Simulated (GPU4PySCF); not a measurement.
DNSS (C22H12Se2), SMILES c12c3c([se]c2c2cc4ccccc4cc2[se]1)cc1c(cccc1)c3.

Coordinates come from a B3LYP-D3(BJ)/def2-SVP optimisation.

Computed with B3LYP-D3(BJ)/def2-SVP in GPU4PySCF.

Frequencies are harmonic and unscaled.

Computed vibrational spectrum:
```json
[
 {"mode": "1", "ν (cm⁻¹)": "25", "IR (km/mol)": "0.2", "Raman (Å⁴/amu)": "0.0", "depolarisation": "–", "moving atoms (share of kinetic energy)": "C 66 %, Se 27 %"},
 {"mode": "2", "ν (cm⁻¹)": "67", "IR (km/mol)": "0.0", "Raman (Å⁴/amu)": "0.0", "depolarisation": "–", "moving atoms (share of kinetic energy)": "C 80 %, H 18 %"},
 {"mode": "3", "ν (cm⁻¹)": "68", "IR (km/mol)": "0.3", "Raman (Å⁴/amu)": "0.0", "depolarisation": "–", "moving atoms (share of kinetic energy)": "C 67 %, Se 25 %"},
 {"mode": "4", "ν (cm⁻¹)": "83", "IR (km/mol)": "0.0", "Raman (Å⁴/amu)": "11.1", "depolarisation": "0.75", "moving atoms (share of kinetic energy)": "C 74 %, H 13 %, Se 13 %"},
 {"mode": "5", "ν (cm⁻¹)": "93", "IR (km/mol)": "0.0", "Raman (Å⁴/amu)": "5.9", "depolarisation": "0.75", "moving atoms (share of kinetic energy)": "C 76 %, Se 14 %, H 10 %"},
 {"mode": "6", "ν (cm⁻¹)": "121", "IR (km/mol)": "1.3", "Raman (Å⁴/amu)": "0.0", "depolarisation": "–", "moving atoms (share of kinetic energy)": "C 66 %, Se 27 %"},
 {"mode": "7", "ν (cm⁻¹)": "156", "IR (km/mol)": "0.0", "Raman (Å⁴/amu)": "3.6", "depolarisation": "0.68", "moving atoms (share of kinetic energy)": "Se 50 %, C 45 %"},
 {"mode": "8", "ν (cm⁻¹)": "185", "IR (km/mol)": "0.1", "Raman (Å⁴/amu)": "0.0", "depolarisation": "–", "moving atoms (share of kinetic energy)": "C 87 %, H 8 %"},
 {"mode": "9", "ν (cm⁻¹)": "240", "IR (km/mol)": "0.0", "Raman (Å⁴/amu)": "4.3", "depolarisation": "0.14", "moving atoms (share of kinetic energy)": "C 90 %"},
 {"mode": "10", "ν (cm⁻¹)": "248", "IR (km/mol)": "0.0", "Raman (Å⁴/amu)": "0.3", "depolarisation": "0.75", "moving atoms (share of kinetic energy)": "C 81 %, H 17 %"},
 {"mode": "11", "ν (cm⁻¹)": "256", "IR (km/mol)": "0.7", "Raman (Å⁴/amu)": "0.0", "depolarisation": "–", "moving atoms (share of kinetic energy)": "C 50 %, Se 44 %"},
 {"mode": "12", "ν (cm⁻¹)": "266", "IR (km/mol)": "0.0", "Raman (Å⁴/amu)": "6.8", "depolarisation": "0.66", "moving atoms (share of kinetic energy)": "Se 77 %, C 21 %"},
 {"mode": "13", "ν (cm⁻¹)": "266", "IR (km/mol)": "0.2", "Raman (Å⁴/amu)": "0.0", "depolarisation": "–", "moving atoms (share of kinetic energy)": "C 83 %, H 13 %"},
 {"mode": "14", "ν (cm⁻¹)": "271", "IR (km/mol)": "0.0", "Raman (Å⁴/amu)": "1.0", "depolarisation": "0.75", "moving atoms (share of kinetic energy)": "C 91 %, H 9 %"},
 {"mode": "15", "ν (cm⁻¹)": "293", "IR (km/mol)": "1.9", "Raman (Å⁴/amu)": "0.0", "depolarisation": "–", "moving atoms (share of kinetic energy)": "C 59 %, Se 33 %"},
 {"mode": "16", "ν (cm⁻¹)": "300", "IR (km/mol)": "0.0", "Raman (Å⁴/amu)": "30.4", "depolarisation": "0.23", "moving atoms (share of kinetic energy)": "Se 49 %, C 45 %"},
 {"mode": "17", "ν (cm⁻¹)": "353", "IR (km/mol)": "0.5", "Raman (Å⁴/amu)": "0.0", "depolarisation": "–", "moving atoms (share of kinetic energy)": "C 88 %, H 12 %"},
 {"mode": "18", "ν (cm⁻¹)": "412", "IR (km/mol)": "0.0", "Raman (Å⁴/amu)": "4.9", "depolarisation": "0.75", "moving atoms (share of kinetic energy)": "C 75 %, H 25 %"},
 {"mode": "19", "ν (cm⁻¹)": "433", "IR (km/mol)": "4.9", "Raman (Å⁴/amu)": "0.0", "depolarisation": "–", "moving atoms (share of kinetic energy)": "C 78 %, H 21 %"},
 {"mode": "20", "ν (cm⁻¹)": "483", "IR (km/mol)": "0.6", "Raman (Å⁴/amu)": "0.0", "depolarisation": "–", "moving atoms (share of kinetic energy)": "C 79 %, H 11 %, Se 10 %"},
 {"mode": "21", "ν (cm⁻¹)": "488", "IR (km/mol)": "0.0", "Raman (Å⁴/amu)": "0.1", "depolarisation": "0.75", "moving atoms (share of kinetic energy)": "C 66 %, H 34 %"},
 {"mode": "22", "ν (cm⁻¹)": "489", "IR (km/mol)": "22.5", "Raman (Å⁴/amu)": "0.0", "depolarisation": "–", "moving atoms (share of kinetic energy)": "C 68 %, H 32 %"},
 {"mode": "23", "ν (cm⁻¹)": "495", "IR (km/mol)": "0.0", "Raman (Å⁴/amu)": "17.8", "depolarisation": "0.25", "moving atoms (share of kinetic energy)": "C 83 %, H 12 %"},
 {"mode": "24", "ν (cm⁻¹)": "504", "IR (km/mol)": "6.2", "Raman (Å⁴/amu)": "0.0", "depolarisation": "–", "moving atoms (share of kinetic energy)": "C 91 %"},
 {"mode": "25", "ν (cm⁻¹)": "528", "IR (km/mol)": "0.0", "Raman (Å⁴/amu)": "0.6", "depolarisation": "0.75", "moving atoms (share of kinetic energy)": "C 86 %, H 13 %"},
 {"mode": "26", "ν (cm⁻¹)": "563", "IR (km/mol)": "0.2", "Raman (Å⁴/amu)": "0.0", "depolarisation": "–", "moving atoms (share of kinetic energy)": "C 78 %, H 21 %"},
 {"mode": "27", "ν (cm⁻¹)": "572", "IR (km/mol)": "0.0", "Raman (Å⁴/amu)": "26.7", "depolarisation": "0.47", "moving atoms (share of kinetic energy)": "C 93 %"},
 {"mode": "28", "ν (cm⁻¹)": "584", "IR (km/mol)": "4.8", "Raman (Å⁴/amu)": "0.0", "depolarisation": "–", "moving atoms (share of kinetic energy)": "C 91 %"},
 {"mode": "29", "ν (cm⁻¹)": "609", "IR (km/mol)": "0.0", "Raman (Å⁴/amu)": "2.0", "depolarisation": "0.75", "moving atoms (share of kinetic energy)": "C 87 %, H 12 %"},
 {"mode": "30", "ν (cm⁻¹)": "611", "IR (km/mol)": "0.0", "Raman (Å⁴/amu)": "20.1", "depolarisation": "0.53", "moving atoms (share of kinetic energy)": "C 92 %"},
 {"mode": "31", "ν (cm⁻¹)": "641", "IR (km/mol)": "7.3", "Raman (Å⁴/amu)": "0.0", "depolarisation": "–", "moving atoms (share of kinetic energy)": "C 93 %"},
 {"mode": "32", "ν (cm⁻¹)": "682", "IR (km/mol)": "0.0", "Raman (Å⁴/amu)": "11.4", "depolarisation": "0.13", "moving atoms (share of kinetic energy)": "C 92 %"},
 {"mode": "33", "ν (cm⁻¹)": "725", "IR (km/mol)": "3.5", "Raman (Å⁴/amu)": "0.0", "depolarisation": "–", "moving atoms (share of kinetic energy)": "C 86 %, H 14 %"},
 {"mode": "34", "ν (cm⁻¹)": "738", "IR (km/mol)": "25.8", "Raman (Å⁴/amu)": "0.0", "depolarisation": "–", "moving atoms (share of kinetic energy)": "C 93 %"},
 {"mode": "35", "ν (cm⁻¹)": "738", "IR (km/mol)": "0.0", "Raman (Å⁴/amu)": "1.9", "depolarisation": "0.75", "moving atoms (share of kinetic energy)": "C 83 %, H 17 %"},
 {"mode": "36", "ν (cm⁻¹)": "767", "IR (km/mol)": "56.6", "Raman (Å⁴/amu)": "0.0", "depolarisation": "–", "moving atoms (share of kinetic energy)": "H 76 %, C 24 %"},
 {"mode": "37", "ν (cm⁻¹)": "768", "IR (km/mol)": "0.0", "Raman (Å⁴/amu)": "7.9", "depolarisation": "0.75", "moving atoms (share of kinetic energy)": "H 71 %, C 28 %"},
 {"mode": "38", "ν (cm⁻¹)": "792", "IR (km/mol)": "0.0", "Raman (Å⁴/amu)": "230.5", "depolarisation": "0.18", "moving atoms (share of kinetic energy)": "C 84 %, H 16 %"},
 {"mode": "39", "ν (cm⁻¹)": "795", "IR (km/mol)": "0.1", "Raman (Å⁴/amu)": "0.0", "depolarisation": "–", "moving atoms (share of kinetic energy)": "C 64 %, H 36 %"},
 {"mode": "40", "ν (cm⁻¹)": "795", "IR (km/mol)": "0.0", "Raman (Å⁴/amu)": "4.4", "depolarisation": "0.75", "moving atoms (share of kinetic energy)": "C 65 %, H 35 %"},
 {"mode": "41", "ν (cm⁻¹)": "801", "IR (km/mol)": "5.2", "Raman (Å⁴/amu)": "0.0", "depolarisation": "–", "moving atoms (share of kinetic energy)": "C 86 %, H 13 %"},
 {"mode": "42", "ν (cm⁻¹)": "856", "IR (km/mol)": "17.7", "Raman (Å⁴/amu)": "0.0", "depolarisation": "–", "moving atoms (share of kinetic energy)": "C 93 %"},
 {"mode": "43", "ν (cm⁻¹)": "869", "IR (km/mol)": "0.0", "Raman (Å⁴/amu)": "0.0", "depolarisation": "–", "moving atoms (share of kinetic energy)": "H 74 %, C 26 %"},
 {"mode": "44", "ν (cm⁻¹)": "869", "IR (km/mol)": "0.0", "Raman (Å⁴/amu)": "1.1", "depolarisation": "0.75", "moving atoms (share of kinetic energy)": "H 74 %, C 26 %"},
 {"mode": "45", "ν (cm⁻¹)": "871", "IR (km/mol)": "0.0", "Raman (Å⁴/amu)": "24.5", "depolarisation": "0.33", "moving atoms (share of kinetic energy)": "C 94 %"},
 {"mode": "46", "ν (cm⁻¹)": "906", "IR (km/mol)": "51.9", "Raman (Å⁴/amu)": "0.0", "depolarisation": "–", "moving atoms (share of kinetic energy)": "H 65 %, C 35 %"},
 {"mode": "47", "ν (cm⁻¹)": "908", "IR (km/mol)": "0.0", "Raman (Å⁴/amu)": "1.2", "depolarisation": "0.75", "moving atoms (share of kinetic energy)": "H 65 %, C 35 %"},
 {"mode": "48", "ν (cm⁻¹)": "929", "IR (km/mol)": "0.1", "Raman (Å⁴/amu)": "0.0", "depolarisation": "–", "moving atoms (share of kinetic energy)": "C 51 %, H 49 %"},
 {"mode": "49", "ν (cm⁻¹)": "929", "IR (km/mol)": "0.0", "Raman (Å⁴/amu)": "7.0", "depolarisation": "0.75", "moving atoms (share of kinetic energy)": "C 51 %, H 49 %"},
 {"mode": "50", "ν (cm⁻¹)": "931", "IR (km/mol)": "1.1", "Raman (Å⁴/amu)": "0.0", "depolarisation": "–", "moving atoms (share of kinetic energy)": "C 88 %, H 12 %"},
 {"mode": "51", "ν (cm⁻¹)": "942", "IR (km/mol)": "0.0", "Raman (Å⁴/amu)": "4.9", "depolarisation": "0.30", "moving atoms (share of kinetic energy)": "C 90 %, H 10 %"},
 {"mode": "52", "ν (cm⁻¹)": "990", "IR (km/mol)": "3.9", "Raman (Å⁴/amu)": "0.0", "depolarisation": "–", "moving atoms (share of kinetic energy)": "H 70 %, C 30 %"},
 {"mode": "53", "ν (cm⁻¹)": "990", "IR (km/mol)": "0.0", "Raman (Å⁴/amu)": "0.7", "depolarisation": "0.75", "moving atoms (share of kinetic energy)": "H 70 %, C 30 %"},
 {"mode": "54", "ν (cm⁻¹)": "1021", "IR (km/mol)": "0.0", "Raman (Å⁴/amu)": "0.5", "depolarisation": "0.75", "moving atoms (share of kinetic energy)": "H 72 %, C 28 %"},
 {"mode": "55", "ν (cm⁻¹)": "1021", "IR (km/mol)": "0.0", "Raman (Å⁴/amu)": "0.0", "depolarisation": "–", "moving atoms (share of kinetic energy)": "H 72 %, C 28 %"},
 {"mode": "56", "ν (cm⁻¹)": "1028", "IR (km/mol)": "4.2", "Raman (Å⁴/amu)": "0.0", "depolarisation": "–", "moving atoms (share of kinetic energy)": "C 75 %, H 24 %"},
 {"mode": "57", "ν (cm⁻¹)": "1045", "IR (km/mol)": "0.0", "Raman (Å⁴/amu)": "115.0", "depolarisation": "0.21", "moving atoms (share of kinetic energy)": "C 59 %, H 41 %"},
 {"mode": "58", "ν (cm⁻¹)": "1045", "IR (km/mol)": "7.4", "Raman (Å⁴/amu)": "0.0", "depolarisation": "–", "moving atoms (share of kinetic energy)": "C 58 %, H 42 %"},
 {"mode": "59", "ν (cm⁻¹)": "1052", "IR (km/mol)": "0.0", "Raman (Å⁴/amu)": "170.5", "depolarisation": "0.31", "moving atoms (share of kinetic energy)": "C 74 %, H 26 %"},
 {"mode": "60", "ν (cm⁻¹)": "1152", "IR (km/mol)": "0.0", "Raman (Å⁴/amu)": "18.7", "depolarisation": "0.66", "moving atoms (share of kinetic energy)": "H 66 %, C 34 %"},
 {"mode": "61", "ν (cm⁻¹)": "1152", "IR (km/mol)": "11.3", "Raman (Å⁴/amu)": "0.0", "depolarisation": "–", "moving atoms (share of kinetic energy)": "H 66 %, C 34 %"},
 {"mode": "62", "ν (cm⁻¹)": "1168", "IR (km/mol)": "0.0", "Raman (Å⁴/amu)": "12.3", "depolarisation": "0.73", "moving atoms (share of kinetic energy)": "H 89 %, C 11 %"},
 {"mode": "63", "ν (cm⁻¹)": "1168", "IR (km/mol)": "3.3", "Raman (Å⁴/amu)": "0.0", "depolarisation": "–", "moving atoms (share of kinetic energy)": "H 89 %, C 11 %"},
 {"mode": "64", "ν (cm⁻¹)": "1209", "IR (km/mol)": "6.2", "Raman (Å⁴/amu)": "0.0", "depolarisation": "–", "moving atoms (share of kinetic energy)": "H 55 %, C 45 %"},
 {"mode": "65", "ν (cm⁻¹)": "1212", "IR (km/mol)": "0.0", "Raman (Å⁴/amu)": "177.4", "depolarisation": "0.31", "moving atoms (share of kinetic energy)": "H 57 %, C 43 %"},
 {"mode": "66", "ν (cm⁻¹)": "1234", "IR (km/mol)": "0.0", "Raman (Å⁴/amu)": "333.7", "depolarisation": "0.33", "moving atoms (share of kinetic energy)": "H 65 %, C 35 %"},
 {"mode": "67", "ν (cm⁻¹)": "1237", "IR (km/mol)": "7.4", "Raman (Å⁴/amu)": "0.0", "depolarisation": "–", "moving atoms (share of kinetic energy)": "H 69 %, C 31 %"},
 {"mode": "68", "ν (cm⁻¹)": "1280", "IR (km/mol)": "7.0", "Raman (Å⁴/amu)": "0.0", "depolarisation": "–", "moving atoms (share of kinetic energy)": "H 54 %, C 46 %"},
 {"mode": "69", "ν (cm⁻¹)": "1282", "IR (km/mol)": "0.0", "Raman (Å⁴/amu)": "3.6", "depolarisation": "0.36", "moving atoms (share of kinetic energy)": "H 54 %, C 46 %"},
 {"mode": "70", "ν (cm⁻¹)": "1299", "IR (km/mol)": "29.2", "Raman (Å⁴/amu)": "0.0", "depolarisation": "–", "moving atoms (share of kinetic energy)": "C 94 %"},
 {"mode": "71", "ν (cm⁻¹)": "1324", "IR (km/mol)": "0.0", "Raman (Å⁴/amu)": "754.0", "depolarisation": "0.30", "moving atoms (share of kinetic energy)": "C 90 %, H 9 %"},
 {"mode": "72", "ν (cm⁻¹)": "1349", "IR (km/mol)": "0.0", "Raman (Å⁴/amu)": "4.3", "depolarisation": "0.74", "moving atoms (share of kinetic energy)": "C 67 %, H 33 %"},
 {"mode": "73", "ν (cm⁻¹)": "1366", "IR (km/mol)": "7.1", "Raman (Å⁴/amu)": "0.0", "depolarisation": "–", "moving atoms (share of kinetic energy)": "C 64 %, H 36 %"},
 {"mode": "74", "ν (cm⁻¹)": "1413", "IR (km/mol)": "0.0", "Raman (Å⁴/amu)": "123.9", "depolarisation": "0.27", "moving atoms (share of kinetic energy)": "C 78 %, H 22 %"},
 {"mode": "75", "ν (cm⁻¹)": "1419", "IR (km/mol)": "0.1", "Raman (Å⁴/amu)": "0.0", "depolarisation": "–", "moving atoms (share of kinetic energy)": "C 76 %, H 24 %"},
 {"mode": "76", "ν (cm⁻¹)": "1424", "IR (km/mol)": "0.0", "Raman (Å⁴/amu)": "720.4", "depolarisation": "0.27", "moving atoms (share of kinetic energy)": "C 89 %, H 11 %"},
 {"mode": "77", "ν (cm⁻¹)": "1427", "IR (km/mol)": "13.1", "Raman (Å⁴/amu)": "0.0", "depolarisation": "–", "moving atoms (share of kinetic energy)": "C 83 %, H 17 %"},
 {"mode": "78", "ν (cm⁻¹)": "1452", "IR (km/mol)": "0.0", "Raman (Å⁴/amu)": "4045.8", "depolarisation": "0.31", "moving atoms (share of kinetic energy)": "C 79 %, H 21 %"},
 {"mode": "79", "ν (cm⁻¹)": "1460", "IR (km/mol)": "43.1", "Raman (Å⁴/amu)": "0.0", "depolarisation": "–", "moving atoms (share of kinetic energy)": "C 83 %, H 17 %"},
 {"mode": "80", "ν (cm⁻¹)": "1482", "IR (km/mol)": "0.0", "Raman (Å⁴/amu)": "1265.4", "depolarisation": "0.34", "moving atoms (share of kinetic energy)": "C 79 %, H 21 %"},
 {"mode": "81", "ν (cm⁻¹)": "1492", "IR (km/mol)": "16.6", "Raman (Å⁴/amu)": "0.0", "depolarisation": "–", "moving atoms (share of kinetic energy)": "C 80 %, H 20 %"},
 {"mode": "82", "ν (cm⁻¹)": "1526", "IR (km/mol)": "0.0", "Raman (Å⁴/amu)": "724.6", "depolarisation": "0.32", "moving atoms (share of kinetic energy)": "C 80 %, H 20 %"},
 {"mode": "83", "ν (cm⁻¹)": "1537", "IR (km/mol)": "6.5", "Raman (Å⁴/amu)": "0.0", "depolarisation": "–", "moving atoms (share of kinetic energy)": "C 79 %, H 21 %"},
 {"mode": "84", "ν (cm⁻¹)": "1553", "IR (km/mol)": "0.0", "Raman (Å⁴/amu)": "4583.5", "depolarisation": "0.32", "moving atoms (share of kinetic energy)": "C 94 %"},
 {"mode": "85", "ν (cm⁻¹)": "1617", "IR (km/mol)": "0.0", "Raman (Å⁴/amu)": "97.5", "depolarisation": "0.10", "moving atoms (share of kinetic energy)": "C 94 %"},
 {"mode": "86", "ν (cm⁻¹)": "1620", "IR (km/mol)": "2.3", "Raman (Å⁴/amu)": "0.0", "depolarisation": "–", "moving atoms (share of kinetic energy)": "C 94 %"},
 {"mode": "87", "ν (cm⁻¹)": "1648", "IR (km/mol)": "0.0", "Raman (Å⁴/amu)": "4423.9", "depolarisation": "0.33", "moving atoms (share of kinetic energy)": "C 93 %"},
 {"mode": "88", "ν (cm⁻¹)": "1654", "IR (km/mol)": "4.0", "Raman (Å⁴/amu)": "0.0", "depolarisation": "–", "moving atoms (share of kinetic energy)": "C 93 %"},
 {"mode": "89", "ν (cm⁻¹)": "1679", "IR (km/mol)": "0.0", "Raman (Å⁴/amu)": "1569.4", "depolarisation": "0.35", "moving atoms (share of kinetic energy)": "C 92 %, H 8 %"},
 {"mode": "90", "ν (cm⁻¹)": "1680", "IR (km/mol)": "1.8", "Raman (Å⁴/amu)": "0.0", "depolarisation": "–", "moving atoms (share of kinetic energy)": "C 92 %"},
 {"mode": "91", "ν (cm⁻¹)": "3171", "IR (km/mol)": "1.0", "Raman (Å⁴/amu)": "0.2", "depolarisation": "0.50", "moving atoms (share of kinetic energy)": "H 92 %"},
 {"mode": "92", "ν (cm⁻¹)": "3171", "IR (km/mol)": "0.0", "Raman (Å⁴/amu)": "13.6", "depolarisation": "0.51", "moving atoms (share of kinetic energy)": "H 92 %"},
 {"mode": "93", "ν (cm⁻¹)": "3174", "IR (km/mol)": "11.0", "Raman (Å⁴/amu)": "0.0", "depolarisation": "–", "moving atoms (share of kinetic energy)": "H 92 %, C 8 %"},
 {"mode": "94", "ν (cm⁻¹)": "3174", "IR (km/mol)": "0.0", "Raman (Å⁴/amu)": "9.3", "depolarisation": "0.16", "moving atoms (share of kinetic energy)": "H 92 %, C 8 %"},
 {"mode": "95", "ν (cm⁻¹)": "3176", "IR (km/mol)": "2.4", "Raman (Å⁴/amu)": "43.2", "depolarisation": "0.71", "moving atoms (share of kinetic energy)": "H 92 %, C 8 %"},
 {"mode": "96", "ν (cm⁻¹)": "3176", "IR (km/mol)": "0.7", "Raman (Å⁴/amu)": "152.7", "depolarisation": "0.71", "moving atoms (share of kinetic energy)": "H 92 %, C 8 %"},
 {"mode": "97", "ν (cm⁻¹)": "3180", "IR (km/mol)": "4.5", "Raman (Å⁴/amu)": "0.0", "depolarisation": "–", "moving atoms (share of kinetic energy)": "H 92 %, C 8 %"},
 {"mode": "98", "ν (cm⁻¹)": "3181", "IR (km/mol)": "0.0", "Raman (Å⁴/amu)": "283.3", "depolarisation": "0.36", "moving atoms (share of kinetic energy)": "H 92 %, C 8 %"},
 {"mode": "99", "ν (cm⁻¹)": "3188", "IR (km/mol)": "0.1", "Raman (Å⁴/amu)": "388.3", "depolarisation": "0.74", "moving atoms (share of kinetic energy)": "H 91 %, C 9 %"},
 {"mode": "100", "ν (cm⁻¹)": "3188", "IR (km/mol)": "42.6", "Raman (Å⁴/amu)": "1.2", "depolarisation": "0.74", "moving atoms (share of kinetic energy)": "H 91 %, C 9 %"},
 {"mode": "101", "ν (cm⁻¹)": "3200", "IR (km/mol)": "58.0", "Raman (Å⁴/amu)": "0.1", "depolarisation": "0.16", "moving atoms (share of kinetic energy)": "H 91 %, C 9 %"},
 {"mode": "102", "ν (cm⁻¹)": "3200", "IR (km/mol)": "0.0", "Raman (Å⁴/amu)": "1178.4", "depolarisation": "0.16", "moving atoms (share of kinetic energy)": "H 91 %, C 9 %"}
]
```
